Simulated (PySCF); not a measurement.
PySCF input for C3H8OSe, SMILES O(C)[Se]CC, PBE-D3(BJ)/def2-SVP. The structure is a stationary point at PBE-D3(BJ)/def2-SVP. The values are those of a single conformer.

```python
import numpy as np
from pyscf import gto, scf, dft, df
from pyscf.hessian import thermo

mol = gto.M(
    atom='''
    Se   -0.16882826   -0.02437187    0.83449704
    C    -0.00449072   -1.62784185   -0.29082905
    C    -0.49077952   -1.45625837   -1.72274683
    H    -0.59331052   -2.38785536    0.26860122
    H     1.05828284   -1.94083265   -0.24973173
    H     0.10419892   -0.67945354   -2.24243859
    H    -1.55730400   -1.15708130   -1.75812231
    H    -0.37360122   -2.40262558   -2.29228118
    O     0.96663406    1.05789496   -0.14890436
    C     0.31104182    2.06372319   -0.90811893
    H    -0.24037167    2.79535317   -0.27404824
    H     1.11598509    2.60963643   -1.44506508
    H    -0.40142070    1.65060496   -1.65840983
    ''',
    basis='def2-SVP',
    charge=0,
    spin=0,
    max_memory=1600,
    verbose=3,
)
mf = dft.RKS(mol, xc='pbe').density_fit(auxbasis='def2-universal-jkfit')
mf.disp = 'd3bj'
mf.grids.level = 3
mf.conv_tol = 1e-11
mf.max_cycle = 100
mf.kernel()

# [left out here: the lines that compute and print the analytic Hessian (its translational invariance restored by hand, since the grid's response is missing), thermochemistry and intensities]
```

Program output:

```
[...]
      11   H                -0.10  0.18 -0.12   -0.00 -0.00 -0.00    0.00 -0.19 -0.18
      12   H                -0.10  0.05 -0.01    0.00 -0.01  0.01    0.29 -0.47  0.12
Mode                                15                  16                  17
Irrep
Freq [cm^-1]                     1139.2599           1196.7128           1214.6161
Reduced mass [au]                   1.4203              1.3191              1.2525
Force const [Dyne/A]                1.0861              1.1130              1.0887
Char temp [K]                    1639.1414           1721.8033           1747.5621
Normal mode                   x     y     z       x     y     z       x     y     z
       0  Se                -0.00  0.00 -0.00    0.00  0.00 -0.00   -0.00  0.00  0.00
       1   C                 0.00  0.01  0.00    0.04  0.08  0.07   -0.05  0.04  0.07
       2   C                -0.00 -0.01  0.00   -0.05 -0.07  0.01    0.09 -0.02 -0.03
       3   H                -0.00 -0.01 -0.04   -0.09 -0.34 -0.65    0.20 -0.13  0.11
       4   H                -0.01 -0.03 -0.02   -0.03 -0.19 -0.01   -0.13 -0.34 -0.65
       5   H                 0.01  0.00  0.02    0.05  0.00  0.21   -0.17  0.12 -0.13
       6   H                 0.00  0.01 -0.01    0.02  0.17 -0.13    0.07 -0.03  0.23
       7   H                 0.00  0.01 -0.02    0.05  0.08 -0.21   -0.18 -0.01 -0.09
       8   O                 0.07 -0.01  0.00   -0.01  0.01 -0.00    0.00  0.00 -0.00
       9   C                -0.14 -0.01  0.01    0.01 -0.00  0.00    0.00 -0.00 -0.00
      10   H                 0.12  0.32 -0.14    0.01 -0.03  0.03    0.00 -0.01  0.01
      11   H                 0.32 -0.40  0.31   -0.01  0.02 -0.01   -0.01  0.01  0.00
      12   H                 0.06  0.26 -0.32   -0.00 -0.02  0.02   -0.00 -0.00  0.01
Mode                                18                  19                  20
Irrep
Freq [cm^-1]                     1332.8313           1379.1556           1389.2962
Reduced mass [au]                   1.2408              1.1204              1.0749
Force const [Dyne/A]                1.2986              1.2555              1.2224
Char temp [K]                    1917.6475           1984.2979           1998.8880
Normal mode                   x     y     z       x     y     z       x     y     z
       0  Se                 0.00  0.00 -0.00    0.00  0.00  0.00   -0.00 -0.00  0.00
       1   C                -0.00  0.01  0.01   -0.03  0.04 -0.07   -0.00  0.01 -0.00
       2   C                -0.04  0.01 -0.12   -0.00  0.01  0.04   -0.00  0.01  0.00
       3   H                 0.12 -0.09  0.01    0.55 -0.26  0.16    0.04 -0.02  0.01
       4   H                -0.03 -0.12  0.08   -0.18 -0.45  0.47   -0.02 -0.04  0.04
       5   H                 0.24  0.13  0.39   -0.05 -0.05 -0.11    0.07 -0.04  0.01
       6   H                -0.04  0.05  0.48    0.01  0.03 -0.10   -0.03 -0.09  0.01
       7   H                 0.20 -0.26  0.41    0.03  0.06 -0.05   -0.04  0.02 -0.03
       8   O                -0.00 -0.00  0.00   -0.00 -0.00  0.00   -0.00  0.01 -0.01
       9   C                 0.00 -0.00  0.00    0.00 -0.00  0.00   -0.01  0.02 -0.07
      10   H                -0.01 -0.00 -0.00   -0.01  0.01 -0.02    0.02  0.00 -0.00
      11   H                -0.00 -0.01 -0.01   -0.04  0.02 -0.04    0.37  0.05  0.56
      12   H                -0.00  0.01 -0.00    0.00  0.04 -0.03   -0.28 -0.40  0.46
Mode                                21                  22                  23
Irrep
Freq [cm^-1]                     1396.9237           1407.5981           1423.6942
Reduced mass [au]                   1.0764              1.0383              1.0456
Force const [Dyne/A]                1.2375              1.2121              1.2487
Char temp [K]                    2009.8621           2025.2202           2048.3790
Normal mode                   x     y     z       x     y     z       x     y     z
       0  Se                 0.00  0.00 -0.00   -0.00 -0.00  0.00    0.00  0.00 -0.00
       1   C                -0.00 -0.00  0.00   -0.01 -0.02  0.01    0.01 -0.01 -0.01
       2   C                -0.00 -0.00 -0.00   -0.03 -0.03  0.01    0.02 -0.03 -0.00
       3   H                -0.02  0.00 -0.01   -0.02  0.02  0.06   -0.02  0.02  0.01
       4   H                 0.01  0.02 -0.01    0.01  0.05 -0.06    0.02  0.02  0.04
       5   H                -0.00 -0.01 -0.01   -0.19 -0.13 -0.36   -0.40  0.38  0.12
       6   H                 0.01  0.03  0.02    0.12  0.53  0.24    0.12  0.32 -0.29
       7   H                 0.04  0.01 -0.00    0.63  0.09 -0.05   -0.10 -0.19  0.26
       8   O                 0.00 -0.02  0.01    0.00  0.00 -0.00    0.01 -0.00  0.00
       9   C                 0.00 -0.07  0.01   -0.00  0.01 -0.01    0.03 -0.01  0.00
      10   H                 0.27  0.50 -0.37   -0.01 -0.03  0.03   -0.30 -0.02 -0.24
      11   H                -0.29  0.58  0.20    0.05 -0.03  0.04    0.06 -0.02  0.06
      12   H                -0.03  0.03  0.00   -0.02 -0.05  0.04   -0.28  0.24  0.14
Mode                                24                  25                  26
Irrep
Freq [cm^-1]                     1435.4889           2915.6844           2967.8514
Reduced mass [au]                   1.0581              1.0319              1.0377
Force const [Dyne/A]                1.2846              5.1685              5.3855
Char temp [K]                    2065.3489           4195.0207           4270.0774
Normal mode                   x     y     z       x     y     z       x     y     z
       0  Se                -0.00 -0.00  0.00    0.00  0.00 -0.00   -0.00 -0.00 -0.00
       1   C                 0.01 -0.01 -0.01    0.00  0.00  0.00   -0.00 -0.01  0.00
       2   C                 0.02 -0.02 -0.00   -0.00  0.00 -0.00    0.01  0.01  0.05
       3   H                 0.01  0.01  0.02   -0.00 -0.00  0.00    0.06  0.07 -0.05
       4   H                 0.01 -0.00  0.05   -0.00  0.00 -0.00   -0.05  0.01  0.00
       5   H                -0.27  0.27  0.09   -0.01 -0.01  0.01    0.25  0.33 -0.21
       6   H                 0.08  0.21 -0.19    0.01 -0.00  0.00   -0.49  0.14 -0.01
       7   H                -0.08 -0.14  0.19   -0.00  0.01  0.00    0.08 -0.59 -0.34
       8   O                -0.01  0.00 -0.00    0.00 -0.00  0.00    0.00  0.00 -0.00
       9   C                -0.05  0.02 -0.02    0.03 -0.03  0.02    0.00 -0.00 -0.00
      10   H                 0.44  0.04  0.35   -0.30  0.41  0.38   -0.01  0.02  0.01
      11   H                -0.03  0.05  0.02    0.30  0.20 -0.20    0.01  0.01 -0.01
      12   H                 0.35 -0.42 -0.12   -0.39 -0.25 -0.42    0.00  0.00  0.00
Mode                                27                  28                  29
Irrep
Freq [cm^-1]                     2978.9066           2990.9733           3032.3569
Reduced mass [au]                   1.0622              1.1065              1.1030
Force const [Dyne/A]                5.5534              5.8322              5.9758
Char temp [K]                    4285.9834           4303.3447           4362.8864
Normal mode                   x     y     z       x     y     z       x     y     z
       0  Se                 0.00  0.00  0.00   -0.00  0.00  0.00    0.00  0.00 -0.00
       1   C                -0.00  0.06 -0.04   -0.00  0.00 -0.00   -0.00 -0.00  0.00
       2   C                 0.00 -0.01  0.01   -0.00 -0.00 -0.00    0.00 -0.00 -0.00
       3   H                -0.45 -0.56  0.40   -0.02 -0.02  0.02    0.00  0.01 -0.00
       4   H                 0.48 -0.12  0.02    0.02 -0.01  0.00    0.01 -0.00  0.00
       5   H                 0.06  0.07 -0.05    0.00  0.01 -0.00    0.01  0.01 -0.01
       6   H                -0.08  0.02 -0.00    0.00 -0.00 -0.00   -0.01  0.00 -0.00
       7   H                 0.00 -0.03 -0.02   -0.00  0.02  0.02   -0.00  0.03  0.02
       8   O                -0.00 -0.00 -0.00   -0.00  0.00  0.00    0.00 -0.00  0.00
       9   C                 0.00  0.00  0.00   -0.00 -0.06 -0.07   -0.08 -0.03  0.03
      10   H                 0.01 -0.02 -0.02   -0.34  0.43  0.40    0.10 -0.17 -0.14
      11   H                 0.00  0.00  0.00   -0.03 -0.03  0.00    0.63  0.42 -0.41
      12   H                -0.02 -0.01 -0.02    0.43  0.26  0.43    0.18  0.12  0.21
Mode                                30                  31                  32
Irrep
Freq [cm^-1]                     3044.5787           3054.1590           3078.6107
Reduced mass [au]                   1.1036              1.1007              1.1047
Force const [Dyne/A]                6.0272              6.0491              6.1687
Char temp [K]                    4380.4708           4394.2547           4429.4353
Normal mode                   x     y     z       x     y     z       x     y     z
       0  Se                 0.00  0.00 -0.00   -0.00  0.00  0.00   -0.00  0.00 -0.00
       1   C                 0.08  0.01 -0.02    0.02 -0.00 -0.00    0.02  0.00 -0.01
       2   C                -0.03  0.01  0.01    0.02 -0.08 -0.01    0.08  0.02 -0.02
       3   H                -0.24 -0.32  0.23   -0.02 -0.03  0.02   -0.08 -0.10  0.08
       4   H                -0.73  0.21 -0.03   -0.19  0.06 -0.01   -0.21  0.06 -0.01
       5   H                 0.05  0.07 -0.04    0.27  0.34 -0.23   -0.35 -0.47  0.31
       6   H                 0.27 -0.07  0.01   -0.42  0.10 -0.01   -0.60  0.17 -0.02
       7   H                 0.01 -0.13 -0.07   -0.07  0.55  0.33    0.01  0.01 -0.00
       8   O                -0.00 -0.00  0.00    0.00  0.00 -0.00   -0.00 -0.00  0.00
       9   C                -0.00 -0.00  0.00    0.00  0.00  0.00   -0.00 -0.00 -0.00
      10   H                 0.00 -0.00 -0.00    0.00 -0.00 -0.00   -0.00  0.00  0.00
      11   H                 0.01  0.01 -0.01   -0.02 -0.01  0.01    0.01  0.00 -0.00
      12   H                 0.01  0.00  0.01   -0.02 -0.01 -0.02    0.00  0.00  0.01
temperature 298.1500 [K]
pressure 101325.00 [Pa]
Rotational constants [GHz] 3.77640 2.67437 1.74945
Symmetry number 1
Zero-point energy (ZPE) 0.10406 [Eh]   273199.706 [J/mol]
                           tot       elec      trans        rot        vib
Entropy [J/mol/K]       366.127      0.000    170.293    114.224     81.611
Cv [J/mol/K]            104.563      0.000     12.472     12.472     79.619
Cp [J/mol/K]            112.877      0.000     20.786     12.472     79.619
Internal energy [J/mol]                      3718.434   3718.434 285922.305
Internal energy [Eh]   -2594.72728  -2594.83901
Enthalpy [J/mol]                             6197.391   3718.434 285922.305
Enthalpy [Eh]          -2594.72633
Gibbs free energy [J/mol]                  -44575.485 -30337.303 261590.015
Gibbs free energy [Eh] -2594.76791
mode   freq/cm-1   IR/(km/mol)
   1       58.75         0.637
   2       92.70         2.955
   3      142.55         0.414
   4      197.08         5.257
   5      268.75         0.349
   6      296.29         1.237
   7      312.82         1.432
   8      540.59         5.168
   9      560.77        20.348
  10      708.76         6.438
  11      938.40         8.259
  12      971.01         1.538
  13     1035.62        91.050
  14     1044.21         0.999
  15     1128.42         0.760
  16     1139.26        11.171
  17     1196.71         9.180
  18     1214.62        12.382
  19     1332.83         4.529
  20     1379.16         5.524
  21     1389.30         4.792
  22     1396.92         3.391
  23     1407.60        10.869
  24     1423.69         5.366
  25     1435.49        12.800
  26     2915.68        73.364
  27     2967.85        23.037
  28     2978.91         9.450
  29     2990.97        44.483
  30     3032.36        18.179
  31     3044.58         0.955
  32     3054.16        14.728
  33     3078.61        11.615
max |gradient| / (hartree/bohr): 0.00011153178269765062
APT charges: [ 0.2137  0.0967 -0.021  -0.015  -0.0306  0.0141  0.0094 -0.0199 -0.5824
  0.4551 -0.0493 -0.027  -0.0439]
```

The run converged.
